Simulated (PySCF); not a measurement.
PySCF input file for B₂F₃, SMILES F[B]B(F)F (connectivity only; charge and spin as stated), charge +1, multiplicity 1, ADC(2)/aug-cc-pVDZ. Coordinates come from a ωB97X-D3(BJ)/def2-SVP optimisation. The multiplicity is an assumed one; other spin states were not compared. The isomer is the one that the SMILES or the coordinates give; other isomers of the formula were not compared. One conformer was computed; it need not be the lowest.

```python
import numpy as np
from pyscf import gto, scf, dft, adc

mol = gto.M(
    atom='''
    F    -0.00000000   -0.00000000   -2.30412695
    B     0.00000000   -0.00000000   -1.07919610
    B    -0.00000000    0.00000000    0.69851503
    F     0.00000000    1.15963373    1.25780821
    F     0.00000000   -1.15963373    1.25780822
    ''',
    basis='aug-cc-pVDZ',
    charge=1,
    spin=0,
    max_memory=1600,
    verbose=4,
)
mf = scf.RHF(mol)
mf.conv_tol = 1e-10
mf.max_cycle = 100
mf.kernel()
res = {}
for kind, nroots in (('ee', 6), ('ip', 6), ('ea', 2)):
    a = adc.ADC(mf).density_fit('aug-cc-pvdz-ri')
    a.method, a.method_type = 'adc(2)', kind
    e, v, p, x = a.kernel(nroots=nroots)
    res[kind] = (e * 27.211386245988, p)
a = adc.ADC(mf).density_fit('aug-cc-pvdz-ri')
a.method, a.method_type, a.ncvs = 'adc(2)-x', 'ip', 5
e, v, p, x = a.kernel(nroots=5)
res['core ip, CVS-ADC(2)-x'] = (e * 27.211386245988, p)
for kind, (e, p) in res.items():
    print(kind, 'energies / eV', np.round(e, 3), 'strengths', np.round(p, 4))
```

Program output:

```
PySCF version 2.14.0

[INPUT] verbose = 4
[INPUT] num. atoms = 5
[INPUT] num. electrons = 36
[INPUT] charge = 1
[INPUT] spin (= nelec alpha-beta = 2S) = 0
[INPUT] symmetry False subgroup None
[INPUT] Mole.unit = angstrom
[INPUT] Symbol           X                Y                Z      unit          X                Y                Z       unit  Magmom
[INPUT]  1 F      0.000000000000   0.000000000000  -2.304126950000 AA    0.000000000000   0.000000000000  -4.354168891729 Bohr   0.0
[INPUT]  2 B      0.000000000000   0.000000000000  -1.079196100000 AA    0.000000000000   0.000000000000  -2.039385063699 Bohr   0.0
[INPUT]  3 B      0.000000000000   0.000000000000   0.698515030000 AA    0.000000000000   0.000000000000   1.320002100592 Bohr   0.0
[INPUT]  4 F      0.000000000000   1.159633730000   1.257808210000 AA    0.000000000000   2.191390154508   2.376913034129 Bohr   0.0
[INPUT]  5 F      0.000000000000  -1.159633730000   1.257808220000 AA    0.000000000000  -2.191390154508   2.376913053027 Bohr   0.0

nuclear repulsion = 131.426686370552
number of shells = 40
number of NR pGTOs = 175
number of NR cGTOs = 115
basis = aug-cc-pVDZ
ecp = {}


[settings echo left out]
init E= -348.5074267464
  HOMO = -0.461528168623167  LUMO = -0.0126452995767936  gap/eV = 12.21473
cycle= 1 E= -347.382817926005  delta_E= 1.12  |g|= 0.79  |ddm|= 3.23
  HOMO = -0.863029570756757  LUMO = -0.314581111864091  gap/eV = 14.92404
cycle= 2 E= -347.515160189053  delta_E= -0.132  |g|= 0.429  |ddm|= 1.39
  HOMO = -0.849376420139539  LUMO = -0.244988700721048  gap/eV = 16.44623
cycle= 3 E= -347.545233029591  delta_E= -0.0301  |g|= 0.0808  |ddm|= 0.363
  HOMO = -0.829139953163639  LUMO = -0.223811896904142  gap/eV = 16.47182
cycle= 4 E= -347.546515503822  delta_E= -0.00128  |g|= 0.0138  |ddm|= 0.132
  HOMO = -0.830325115413086  LUMO = -0.22358594961833  gap/eV = 16.51021
cycle= 5 E= -347.546593480375  delta_E= -7.8e-05  |g|= 0.00439  |ddm|= 0.0339
  HOMO = -0.831148695327404  LUMO = -0.22400733144384  gap/eV = 16.52116
cycle= 6 E= -347.546597823625  delta_E= -4.34e-06  |g|= 0.00151  |ddm|= 0.0059
  HOMO = -0.831183338088934  LUMO = -0.22409355917459  gap/eV = 16.51975
cycle= 7 E= -347.546598459612  delta_E= -6.36e-07  |g|= 0.000261  |ddm|= 0.00239
  HOMO = -0.831208107570551  LUMO = -0.224060796326504  gap/eV = 16.52132
cycle= 8 E= -347.546598494438  delta_E= -3.48e-08  |g|= 5.76e-05  |ddm|= 0.000551
  HOMO = -0.8312088154835  LUMO = -0.224058240088041  gap/eV = 16.52141
cycle= 9 E= -347.546598496271  delta_E= -1.83e-09  |g|= 1.25e-05  |ddm|= 0.000162
  HOMO = -0.831209849145742  LUMO = -0.224058201974342  gap/eV = 16.52144
cycle= 10 E= -347.546598496367  delta_E= -9.68e-11  |g|= 2.28e-06  |ddm|= 3.1e-05
  HOMO = -0.831210170269818  LUMO = -0.224058449633269  gap/eV = 16.52144
Extra cycle  E= -347.546598496371  delta_E= -3.52e-12  |g|= 9.56e-07  |ddm|= 8.01e-06
converged SCF energy = -347.546598496371

******** <class 'pyscf.adc.radc.RADC'> ********
******** ADC Orbital Information ********
Number of Frozen Occupied Orbitals: 0
Number of Frozen Virtual Orbitals: 0
Number of Active Occupied Orbitals: 18
Number of Active Virtual Orbitals: 97
*****************************************
******** <class 'pyscf.df.df.DF'> ********
auxbasis = aug-cc-pvdz-ri
Reference correlation energy (doubles): -0.74384882
MP2 correlation energy of reference state (a.u.) = -0.74384882

******** <class 'pyscf.adc.radc_ee.RADCEE'> ********
max_space = 12
max_cycle = 50
conv_tol = 1e-08

*************************************************************
        ADC calculation summary (singlet states only)
*************************************************************
adc(2) root 0  |  Energy (Eh) =   0.2686381795  |  Energy (eV) =   7.31001720  |  Osc. strength = 0.03435099  |  conv = True
adc(2) root 1  |  Energy (Eh) =   0.2972270052  |  Energy (eV) =   8.08795877  |  Osc. strength = 0.00000000  |  conv = True
adc(2) root 2  |  Energy (Eh) =   0.3103242132  |  Energy (eV) =   8.44435196  |  Osc. strength = 0.01483685  |  conv = True
adc(2) root 3  |  Energy (Eh) =   0.3225008136  |  Energy (eV) =   8.77569413  |  Osc. strength = 0.15876763  |  conv = True
adc(2) root 4  |  Energy (Eh) =   0.3574331062  |  Energy (eV) =   9.72625023  |  Osc. strength = 0.02618289  |  conv = True
adc(2) root 5  |  Energy (Eh) =   0.3715237347  |  Energy (eV) =  10.10967576  |  Osc. strength = 0.00425163  |  conv = True

******** <class 'pyscf.adc.radc.RADC'> ********
******** ADC Orbital Information ********
Number of Frozen Occupied Orbitals: 0
Number of Frozen Virtual Orbitals: 0
Number of Active Occupied Orbitals: 18
Number of Active Virtual Orbitals: 97
*****************************************
******** <class 'pyscf.df.df.DF'> ********
auxbasis = aug-cc-pvdz-ri
Reference correlation energy (doubles): -0.74384882
MP2 correlation energy of reference state (a.u.) = -0.74384882

******** <class 'pyscf.adc.radc_ip.RADCIP'> ********
max_space = 12
max_cycle = 50
conv_tol = 1e-08

*************************************************************
        ADC calculation summary (doublet states only)
*************************************************************
adc(2) root 0  |  Energy (Eh) =   0.7497636273  |  Energy (eV) =  20.40210749  |  Spec. factor = 1.79490713  |  conv = True
adc(2) root 1  |  Energy (Eh) =   0.7657601969  |  Energy (eV) =  20.83739632  |  Spec. factor = 1.75148817  |  conv = True
adc(2) root 2  |  Energy (Eh) =   0.7785766298  |  Energy (eV) =  21.18614922  |  Spec. factor = 1.75851475  |  conv = True
adc(2) root 3  |  Energy (Eh) =   0.8423156428  |  Energy (eV) =  22.92057611  |  Spec. factor = 1.76711733  |  conv = True
adc(2) root 4  |  Energy (Eh) =   0.8907640733  |  Energy (eV) =  24.23892505  |  Spec. factor = 1.75125413  |  conv = True
adc(2) root 5  |  Energy (Eh) =   0.9007476777  |  Energy (eV) =  24.51059277  |  Spec. factor = 1.77450760  |  conv = True

******** <class 'pyscf.adc.radc.RADC'> ********
******** ADC Orbital Information ********
Number of Frozen Occupied Orbitals: 0
Number of Frozen Virtual Orbitals: 0
Number of Active Occupied Orbitals: 18
Number of Active Virtual Orbitals: 97
*****************************************
******** <class 'pyscf.df.df.DF'> ********
auxbasis = aug-cc-pvdz-ri
Reference correlation energy (doubles): -0.74384882
MP2 correlation energy of reference state (a.u.) = -0.74384882

******** <class 'pyscf.adc.radc_ea.RADCEA'> ********
max_space = 12
max_cycle = 50
conv_tol = 1e-08

*************************************************************
        ADC calculation summary (doublet states only)
*************************************************************
adc(2) root 0  |  Energy (Eh) =  -0.2622018744  |  Energy (eV) =  -7.13487642  |  Spec. factor = 1.90709783  |  conv = True
adc(2) root 1  |  Energy (Eh) =  -0.2237555629  |  Energy (eV) =  -6.08869900  |  Spec. factor = 1.90863309  |  conv = True

******** <class 'pyscf.adc.radc.RADC'> ********
******** ADC Orbital Information ********
Number of Frozen Occupied Orbitals: 0
Number of Frozen Virtual Orbitals: 0
Number of Active Occupied Orbitals: 18
Number of Active Virtual Orbitals: 97
*****************************************
******** <class 'pyscf.df.df.DF'> ********
auxbasis = aug-cc-pvdz-ri
Reference correlation energy (doubles): -0.74384882
MP2 correlation energy of reference state (a.u.) = -0.74384882

******** <class 'pyscf.adc.radc_ip_cvs.RADCIPCVS'> ********
max_space = 12
max_cycle = 50
conv_tol = 1e-08

*************************************************************
        ADC calculation summary (doublet states only)
*************************************************************
adc(2)-x root 0  |  Energy (Eh) =   7.7239685753  |  Energy (eV) = 210.17989051  |  Spec. factor = 1.59769423  |  conv = True
adc(2)-x root 1  |  Energy (Eh) =   7.8281681701  |  Energy (eV) = 213.01530591  |  Spec. factor = 1.63862623  |  conv = True
adc(2)-x root 2  |  Energy (Eh) =   8.1181179248  |  Energy (eV) = 220.90524061  |  Spec. factor = 0.00000001  |  conv = False
adc(2)-x root 3  |  Energy (Eh) =   8.1231291346  |  Energy (eV) = 221.04160257  |  Spec. factor = 0.00181034  |  conv = True
adc(2)-x root 4  |  Energy (Eh) =   8.1279895567  |  Energy (eV) = 221.17386139  |  Spec. factor = 0.00000505  |  conv = False

WARN: Davidson iterations for 2 root(s) did not converge!!!

ee energies / eV [ 7.31   8.088  8.444  8.776  9.726 10.11 ] strengths [0.0344 0.     0.0148 0.1588 0.0262 0.0043]
ip energies / eV [20.402 20.837 21.186 22.921 24.239 24.511] strengths [1.7949 1.7515 1.7585 1.7671 1.7513 1.7745]
ea energies / eV [-7.135 -6.089] strengths [1.9071 1.9086]
core ip, CVS-ADC(2)-x energies / eV [210.18  213.015 220.905 221.042 221.174] strengths [1.5977 1.6386 0.     0.0018 0.    ]
```

Convergence was not reached.
